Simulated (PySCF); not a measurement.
Geometry:
| atom | x (Å) | y (Å) | z (Å) |
| --- | --- | --- | --- |
| F1 | 1.807 | -1.743 | -1.725 |
| C2 | 1.728 | -1.272 | -0.474 |
| F3 | 1.397 | -2.288 | 0.323 |
| F4 | 2.937 | -0.850 | -0.118 |
| C5 | 0.707 | -0.152 | -0.418 |
| C6 | -0.681 | -0.611 | -0.852 |
| O7 | -1.601 | 0.434 | -0.695 |
| C8 | -1.630 | 0.899 | 0.631 |
| C9 | -0.253 | 1.363 | 1.057 |
| O10 | 0.685 | 0.323 | 0.897 |
| H11 | 1.059 | 0.637 | -1.114 |
| H12 | -0.969 | -1.488 | -0.240 |
| H13 | -0.681 | -0.902 | -1.911 |
| H14 | -2.354 | 1.727 | 0.673 |
| H15 | -1.976 | 0.097 | 1.314 |
| H16 | -0.238 | 1.649 | 2.119 |
| H17 | 0.047 | 2.241 | 0.451 |

Geometry: PBE0-D3(BJ)/def2-SVP; GIAO absolute shieldings from PySCF 2.14, gas phase, non-relativistic, averaged over equivalent atoms.

At HF/pcSseg-1 (205 basis functions, 17 s wall time on 1 thread of an Arm Neoverse V1, shared host):
```json
{"atoms": "F1/F3/F4", "σ (ppm)": "308.3"}
{"atoms": "C2", "σ (ppm)": "80.0"}
{"atoms": "C5", "σ (ppm)": "124.6"}
{"atoms": "C9", "σ (ppm)": "129.5"}
{"atoms": "C8", "σ (ppm)": "130.2"}
{"atoms": "C6", "σ (ppm)": "132.4"}
{"atoms": "O10", "σ (ppm)": "325.2"}
{"atoms": "O7", "σ (ppm)": "337.5"}
{"atoms": "H13", "σ (ppm)": "28.19"}
{"atoms": "H17", "σ (ppm)": "28.28"}
{"atoms": "H16", "σ (ppm)": "28.29"}
{"atoms": "H11", "σ (ppm)": "28.31"}
{"atoms": "H15", "σ (ppm)": "28.34"}
{"atoms": "H12", "σ (ppm)": "28.34"}
{"atoms": "H14", "σ (ppm)": "28.43"}
```

Task: Predict the values at PBE0/pcSseg-1 on the same geometry.

Result: 
| atoms | σ at PBE0/pcSseg-1 | change |
| --- | --- | --- |
| F1/F3/F4 | 269.4 | -38.9 |
| C2 | 56.3 | -23.7 |
| C5 | 110.0 | -14.6 |
| C9 | 116.6 | -12.9 |
| C8 | 117.3 | -12.9 |
| C6 | 118.4 | -14.0 |
| O10 | 291.6 | -33.6 |
| O7 | 306.3 | -31.2 |
| H13 | 27.59 | -0.60 |
| H17 | 27.67 | -0.61 |
| H16 | 27.71 | -0.58 |
| H11 | 27.72 | -0.59 |
| H15 | 27.76 | -0.58 |
| H12 | 27.80 | -0.54 |
| H14 | 27.86 | -0.57 |

The largest change is at F1/F3/F4 (fluorine of a CF3 group). Cost: 205 basis functions, 34 s wall time on 1 thread of an Arm Neoverse V1, shared host. The order of the carbon signals is the same at both levels.
